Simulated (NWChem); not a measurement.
System: CH6O2Si2; SMILES O=CO[SiH2][SiH3]

Here is an NWChem input.

```
start job
memory heap 200 mb stack 900 mb global 1100 mb
geometry units angstroms noautoz
  O     -1.573629     1.072334     0.000000
  C     -0.647863     1.836959     0.000000
  O      0.632963     1.499008     0.000000
  Si     1.212645    -0.131930     0.000000
  Si    -0.521906    -1.709796     0.000000
  H     -0.764618     2.941025     0.000000
  H      2.076333    -0.228692     1.212355
  H      2.076333    -0.228692    -1.212355
  H     -1.348380    -1.604377    -1.235349
  H     -1.348380    -1.604377     1.235349
  H      0.151657    -3.051726     0.000000
end
basis spherical
  O library cc-pvdz
  C library cc-pvdz
  Si library cc-pvdz
  H library cc-pvdz
end
dft
  xc pbe0
  iterations 150
  mulliken
end
task dft energy
```

Excerpt of the output:

```
             Northwest Computational Chemistry Package (NWChem) 7.3.0
             --------------------------------------------------------

 CS  symmetry detected

                             Geometry "geometry" -> ""
                             -------------------------

 Output coordinates in angstroms (scale by  1.889725989 to convert to a.u.)

  No.       Tag          Charge          X              Y              Z
 ---- ---------------- ---------- -------------- -------------- --------------
    1 O                    8.0000    -1.49922202     1.11882868     0.00000000
    2 C                    6.0000    -0.53343421     1.83223457     0.00000000
    3 O                    8.0000     0.72722642     1.42546572     0.00000000
    4 Si                  14.0000     1.21779929    -0.23445243     0.00000000
    5 Si                  14.0000    -0.59959766    -1.71613951     0.00000000
    6 H                    1.0000    -0.59027058     2.94100104     0.00000000
    7 H                    1.0000     2.07498533    -0.37781190     1.21235500
    8 H                    1.0000     2.07498533    -0.37781190    -1.21235500
    9 H                    1.0000    -1.41915575    -1.56614959    -1.23534900
   10 H                    1.0000    -1.41915575    -1.56614959     1.23534900
   11 H                    1.0000     0.00035858    -3.09255360     0.00000000

 Effective nuclear repulsion energy (a.u.)     285.3641916903

      Symmetry information
      --------------------

 Group name             Cs
 Group number              2
 Group order               2
 No. of unique centers     9

                                 NWChem DFT Module
                                 -----------------

 Summary of "ao basis" -> "ao basis" (spherical)
 ------------------------------------------------------------------------------
       Tag                 Description            Shells   Functions and Types
 ---------------- ------------------------------  ------  ---------------------
 O                          cc-pvdz                  6       14   3s2p1d
 C                          cc-pvdz                  6       14   3s2p1d
 Si                         cc-pvdz                  8       18   4s3p1d
 H                          cc-pvdz                  3        5   2s1p

      Symmetry analysis of basis
      --------------------------

        a'         74
        a"         34

            General Information
            -------------------
          SCF calculation type: DFT
          Wavefunction type:  closed shell.
          No. of atoms     :    11
          No. of electrons :    56
           Alpha electrons :    28
            Beta electrons :    28
          Charge           :     0
          Spin multiplicity:     1
          Use of symmetry is: on ; symmetry adaption is: on
          Maximum number of iterations: 150
          AO basis - number of functions:   108
                     number of shells:    52
          Convergence on energy requested:  1.00D-06
          Convergence on density requested:  1.00D-05
          Convergence on gradient requested:  5.00D-04

              XC Information
              --------------
                         PBE0 Method XC Functional
                     Hartree-Fock (Exact) Exchange  0.250
          PerdewBurkeErnzerhof Exchange Functional  0.750
            Perdew 1991 LDA Correlation Functional  1.000 local
           PerdewBurkeErnz. Correlation Functional  1.000 non-local

             Grid Information
             ----------------
          Grid used for XC integration:  medium
          Radial quadrature: Mura-Knowles
          Angular quadrature: Lebedev.
          Tag              B.-S. Rad. Rad. Pts. Rad. Cut. Ang. Pts.
          ---              ---------- --------- --------- ---------
          O                   0.60       49          12.0       434
          C                   0.70       49          12.0       434
          Si                  1.10       88          12.0       590
          H                   0.35       45          14.0       434
          Grid pruning is: on
          Number of quadrature shells:   503
          Spatial weights used:  Erf1

      Superposition of Atomic Density Guess
      -------------------------------------

 Sum of atomic energies:        -767.85969818

      Non-variational initial energy
      ------------------------------

 Total energy =    -769.713560
 1-e energy   =   -1629.040143
 2-e energy   =     573.962392
 HOMO         =      -0.316199
 LUMO         =       0.034716

      Symmetry analysis of molecular orbitals - initial
      -------------------------------------------------

  Numbering of irreducible representations:

     1 a'          2 a"

  Orbital symmetries:

     1 a'          2 a'          3 a'          4 a'          5 a'
     6 a'          7 a'          8 a"          9 a'         10 a'
    11 a'         12 a"         13 a'         14 a'         15 a'
    16 a'         17 a'         18 a'         19 a'         20 a'
    21 a"         22 a"         23 a'         24 a"         25 a'
    26 a"         27 a'         28 a'         29 a"         30 a'
    31 a"         32 a'         33 a'         34 a'         35 a'
    36 a"         37 a'         38 a'

     ---------------------------------------------
      Total Density - Mulliken Population Analysis
     ---------------------------------------------

    Atom       Charge   Shell Charges
 -----------   ------   -------------------------------------------------------
    1 O    8     8.71   2.00  0.89  0.91  3.05  1.85  0.01
    2 C    6     5.13   2.00  0.69  0.38  1.45  0.42  0.19
    3 O    8     8.64   2.00  0.86  0.90  2.98  1.89  0.01
    4 Si  14    13.37   2.00  2.01  0.76  0.46  6.00  1.19  0.74  0.19
    5 Si  14    13.89   2.00  2.01  0.78  0.53  6.00  1.38  1.06  0.12
    6 H    1     0.96   0.69  0.25  0.02
    7 H    1     1.08   0.69  0.38  0.01
    8 H    1     1.08   0.69  0.38  0.01
    9 H    1     1.04   0.68  0.35  0.01
   10 H    1     1.04   0.68  0.35  0.01
   11 H    1     1.06   0.68  0.37  0.01

   convergence    iter        energy       DeltaE   RMS-Dens  Diis-err
 ---------------- ----- ----------------- --------- --------- ---------
 d= 0,ls=0.0,diis     1   -770.5999436958 -1.06D+03  1.27D-02  1.08D+00
 d= 0,ls=0.0,diis     2   -770.4181028841  1.82D-01  8.17D-03  3.20D+00
 d= 0,ls=0.0,diis     3   -770.7187495017 -3.01D-01  2.21D-03  1.13D-01
 d= 0,ls=0.0,diis     4   -770.7262702727 -7.52D-03  9.02D-04  3.91D-02
 d= 0,ls=0.0,diis     5   -770.7298643975 -3.59D-03  1.97D-04  8.00D-04
  Resetting Diis
 d= 0,ls=0.0,diis     6   -770.7299560338 -9.16D-05  3.47D-05  1.86D-05
 d= 0,ls=0.0,diis     7   -770.7299586244 -2.59D-06  1.56D-05  1.20D-06
 d= 0,ls=0.0,diis     8   -770.7299585514  7.30D-08  8.61D-06  2.18D-06

         Total DFT energy =     -770.729958551390
      One electron energy =    -1632.250673938055
           Coulomb energy =      642.391914795182
    Exchange-Corr. energy =      -66.235391098795
 Nuclear repulsion energy =      285.364191690279

 Numeric. integr. density =       56.000022751248

                  Occupations of the irreducible representations
                  ----------------------------------------------

                     irrep           alpha         beta
                     --------     --------     --------
                     a'               22.0         22.0
                     a"                6.0          6.0

                       DFT Final Molecular Orbital Analysis
                       ------------------------------------

 Vector   26  Occ=2.000000D+00  E=-3.302019D-01  Symmetry=a"
              MO Center=  3.8D-01,  4.5D-01, -6.4D-15, r^2= 4.3D+00
   Bfn.  Coefficient  Atom+Function         Bfn.  Coefficient  Atom+Function
  ----- ------------  ---------------      ----- ------------  ---------------
    34      0.380550   3 O  pz                6     -0.319125   1 O  pz
    37      0.290939   3 O  pz                9     -0.225261   1 O  pz
    84     -0.204838   7 H  s                89      0.204838   8 H  s
    52     -0.169041   4 Si pz               85     -0.151696   7 H  s
    90      0.151696   8 H  s                94     -0.108057   9 H  s

 Vector   27  Occ=2.000000D+00  E=-3.117333D-01  Symmetry=a'
              MO Center= -2.8D-01,  8.8D-02,  1.4D-15, r^2= 4.3D+00
   Bfn.  Coefficient  Atom+Function         Bfn.  Coefficient  Atom+Function
  ----- ------------  ---------------      ----- ------------  ---------------
     5     -0.267041   1 O  py                4      0.243810   1 O  px
    32      0.231001   3 O  px               68      0.208396   5 Si px
    50     -0.200150   4 Si px                7      0.180800   1 O  px
     8     -0.176098   1 O  py               35      0.162946   3 O  px
    33      0.138671   3 O  py               69      0.125480   5 Si py

 Vector   28  Occ=2.000000D+00  E=-2.991963D-01  Symmetry=a'
              MO Center= -4.3D-01,  1.0D-01,  1.0D-15, r^2= 4.6D+00
   Bfn.  Coefficient  Atom+Function         Bfn.  Coefficient  Atom+Function
  ----- ------------  ---------------      ----- ------------  ---------------
     5      0.376209   1 O  py                8      0.260074   1 O  py
     4     -0.209447   1 O  px               69      0.199148   5 Si py
    50     -0.186135   4 Si px               51     -0.170542   4 Si py
    79     -0.166885   6 H  s               104     -0.161131  11 H  s
   105     -0.154788  11 H  s                 7     -0.153829   1 O  px

[...]
```

Level: PBE0/cc-pVDZ. All runs use the structure optimised with PBE0/def2-SVP.
